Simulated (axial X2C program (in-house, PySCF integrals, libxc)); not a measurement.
Results of a calculation; reference values are marked as such.
# SnH: input and output

Program: an in-house relativistic program for diatomic molecules.

Input:
```json
{"zs": [50, 1], "q": 0, "bas": ["dyall-cv3z", "dyall-v3z"], "levels": ["PBE0", "HF", "r2SCAN"], "cc": true, "r0": 1.72, "thr": -2.0, "nmax": 110, "npts": 10, "nst": 2, "ntry": 8}
```
```bash
python so2c.py task.json out
```

Keys: zs atomic numbers; q charge; bas basis sets; levels methods; cc coupled cluster on or off; r0 starting distance in Å; thr threshold in hartree for freezing inner shells (an s shell follows its p shell); nmax most natural virtual spinors; npts points on the curve; nst determinants followed; ntry starts of the search. HF also brings MP2.

Output of the PBE0 step, scalar-relativistic, at R = 1.781 Å for the state M_S = 1/2, Λ = 1. It starts from the PBE0 orbitals of the search at 1.781 Å.

```
spin-free X2C-1e  PBE0
basis functions 146  fitting functions 745  grid points 5071
iter        total energy     max residual
   1      -6176.810259605     3.24e-05
   2      -6176.810259626     1.67e-05
   3      -6176.810259630     1.01e-05
   4      -6176.810259634     2.63e-06
   5      -6176.810259634     5.88e-07
converged
one-electron -8521.87163993  Coulomb 2496.90989758  exact exchange -41.06724099  xc functional -125.63745852  nuclear repulsion 14.85618223
```
Energies are in hartree; totals compare only within one Hamiltonian and basis.
